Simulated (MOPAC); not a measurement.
MOPAC input (PM6):

```
PM6 1SCF CHARGE=-1 GEO-OK AUX(PRECISION=9) THREADS=1
CH2NO

N    -1.05680351 1    0.25284490 1   -0.05704666 1
C     0.37648253 1    0.45507724 1   -0.05035200 1
O     1.00952981 1   -0.60916002 1    0.00889062 1
H    -1.36052142 1   -0.66151563 1    0.30999442 1
H    -1.57698767 1    1.03441814 1    0.32031923 1
```

Output:

```
 *******************************************************************************
 **                                                                           **
 **                              MOPAC v23.2.5                                **
 **                                                                           **
 *******************************************************************************
 ** MOPAC's Digital Object Identifier: https://doi.org/10.5281/zenodo.6511958 **
 **                                                                           **
 ** Please cite the open-source release paper for use of this MOPAC version:  **
 ** J. E. Moussa and J. J. P. Stewart (2026)                                  **
 ** MOPAC: An open-source semiempirical molecular orbital program             **
 ** J. Open Source Softw., 11(119), 8025, https://doi.org/10.21105/joss.08025 **
 *******************************************************************************

                              PM6 CALCULATION RESULTS

 *******************************************************************************
 *  PM6        - The PM6 Hamiltonian to be used
 *  GEO-OK     - OVERRIDE INTERATOMIC DISTANCE AND OTHER SAFETY CHECKS
 *
 *
 *
 *                 CHARGE ON SYSTEM = -1
 *
 *
 *
 *  1SCF       - DO 1 SCF AND THEN STOP
 *  AUX        - OUTPUT AUXILIARY INFORMATION
 *******************************************************************************
PM6 1SCF CHARGE=-1 GEO-OK AUX(PRECISION=9) THREADS=1
 CH2NO

   ATOM   CHEMICAL          X               Y               Z
  NUMBER   SYMBOL      (ANGSTROMS)     (ANGSTROMS)     (ANGSTROMS)

     1       N         -1.05680351  *   0.25284490  *  -0.05704666  *
     2       C          0.37648253  *   0.45507724  *  -0.05035200  *
     3       O          1.00952981  *  -0.60916002  *   0.00889062  *
     4       H         -1.36052142  *  -0.66151563  *   0.30999442  *
     5       H         -1.57698767  *   1.03441814  *   0.32031923  *

          CARTESIAN COORDINATES

    NO.       ATOM           X           Y           Z

     1         N         -1.0568      0.2528     -0.0570
     2         C          0.3765      0.4551     -0.0504
     3         O          1.0095     -0.6092      0.0089
     4         H         -1.3605     -0.6615      0.3100
     5         H         -1.5770      1.0344      0.3203

 General Reference for PM6:
 "Optimization of Parameters for Semiempirical Methods V: Modification of NDDO Approximations
 and Application to 70 Elements", J. J. P. Stewart, J. Mol. Mod., 13, 1173-1213 (2007)
 URL: https://link.springer.com/article/10.1007/s00894-007-0233-4

           Empirical Formula: C H2 N O  =     5 atoms

      MOLECULAR POINT GROUP   :   C1

      RHF CALCULATION, NO. OF DOUBLY OCCUPIED LEVELS = 9

 -------------------------------------------------------------------------------
 PM6 1SCF CHARGE=-1 GEO-OK AUX(PRECISION=9) THREADS=1
 CH2NO

     1SCF WAS SPECIFIED, SO BFGS WAS NOT USED
     SCF FIELD WAS ACHIEVED

                              PM6 CALCULATION
                                                       MOPAC v23.2.5 Linux

          FINAL HEAT OF FORMATION =        -35.38879 KCAL/MOL =    -148.06670 KJ/MOL

          COSMO AREA              =         75.43 SQUARE ANGSTROMS
          COSMO VOLUME            =         56.92 CUBIC ANGSTROMS

          IONIZATION POTENTIAL    =          1.802122 EV
          HOMO LUMO ENERGIES (EV) =         -1.802  8.826
          NO. OF FILLED LEVELS    =          9
          MOLECULAR WEIGHT        =         44.0329         POINT GROUP:  C1

          MOLECULAR DIMENSIONS (Angstroms)

            Atom       Atom       Distance
            H     5    O     3     3.08033
            H     4    C     2     1.89348
            N     1    H     5     0.34014

          SCF CALCULATIONS        =          1

   ATOM   CHEMICAL          X               Y               Z
  NUMBER   SYMBOL      (ANGSTROMS)     (ANGSTROMS)     (ANGSTROMS)

     1       N         -1.05680351  *   0.25284490  *  -0.05704666  *
     2       C          0.37648253  *   0.45507724  *  -0.05035200  *
     3       O          1.00952981  *  -0.60916002  *   0.00889062  *
     4       H         -1.36052142  *  -0.66151563  *   0.30999442  *
     5       H         -1.57698767  *   1.03441814  *   0.32031923  *

                             CARTESIAN COORDINATES

   1    N       -1.056803510     0.252844900    -0.057046660
   2    C        0.376482530     0.455077240    -0.050352000
   3    O        1.009529810    -0.609160020     0.008890620
   4    H       -1.360521420    -0.661515630     0.309994420
   5    H       -1.576987670     1.034418140     0.320319230

           Empirical Formula: C H2 N O  =     5 atoms

      MOLECULAR POINT GROUP   :   C1

                  EIGENVALUES
 -24.72379 -21.87360 -12.96587 -11.05377  -8.45023  -7.03244  -5.31693  -4.05222
  -1.80212   8.82573   9.97312  12.21143  12.62954  13.42697

              NET ATOMIC CHARGES AND DIPOLE CONTRIBUTIONS

  ATOM NO.   TYPE          CHARGE      No. of ELECS.   s-Pop       p-Pop
    1          N          -0.722143        5.7221     1.59819     4.12395
    2          C           0.154536        3.8455     1.57411     2.27135
    3          O          -0.802808        6.8028     1.85029     4.95251
    4          H           0.178110        0.8219     0.82189
    5          H           0.192305        0.8077     0.80769
 DIPOLE           X         Y         Z       TOTAL
 POINT-CHG.    -2.251     2.160     0.619     3.180
 HYBRID        -0.844    -1.846     0.870     2.208
 SUM           -3.095     0.314     1.489     3.449

          ATOMIC ORBITAL ELECTRON POPULATIONS

     Atom    s        px        py        pz
    1  N   1.59819   1.30434   1.13634   1.68327
    2  C   1.57411   0.68919   1.10408   0.47808
    3  O   1.85029   1.75258   1.55937   1.64056
    4  H   0.82189
    5  H   0.80769

 **********************
 *                    *
 * JOB ENDED NORMALLY *
 *                    *
 **********************

 == MOPAC DONE ==
```

The dipole moment of an ion depends on the origin.
